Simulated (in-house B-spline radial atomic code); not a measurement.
What moves the levels of Re ([Xe] 4f14 5d5 6s2)? Level of theory: Dirac-Hartree-Fock, average of configuration, Fermi nucleus of rms radius 5.3698 fm; calculated with an all-electron radial atomic-structure program (B-spline basis).

Baseline run (computed): total energy -16707.5834 hartree, 1s1/2 at -2651.04 hartree, 6s1/2 at -7.5724 eV with <r> = 3.277 bohr.

Scaling the speed of light c (a factor of 100 is close to the non-relativistic limit):

```csv
c/c0,ΔE (hartree),6s1/2 level (eV),6s1/2 <r> (bohr)
0.95,-120.01,-7.76121,3.225
0.98,-45.22,-7.6425,3.257
1.02,41.952,-7.50842,3.295
1.5,549.09,-6.81414,3.522
100,923.63,-6.38587,3.695
```

Changing the nucleus:

```
                                          nucleus  ΔE (eV)
         Gaussian nucleus of rms radius 5.3698 fm   -0.547
uniform spherical nucleus of rms radius 5.3698 fm    0.136
           Gaussian nucleus of rms radius 0.01 fm    -76.5
            Fermi nucleus of rms radius 5.2624 fm    -2.53
            Fermi nucleus of rms radius 5.4772 fm     2.56
```

A larger nucleus binds the electrons less, roughly as the density at the nucleus times the change of the nuclear <r²>. At equal rms radius the shape enters only through higher moments. A radius of 0.01 fm is nearly a point.

(1) The nuclear charge is raised by 0.1. What does the Hellmann-Feynman theorem predict for the energy, and what is found?

Answers

(1) dE/dZ ≈ -Σ<1/r>, which is -557.337 at the start and -558.504 at the end; their mean times 0.1 is -55.792 hartree, and the two runs differ by -55.789 hartree.
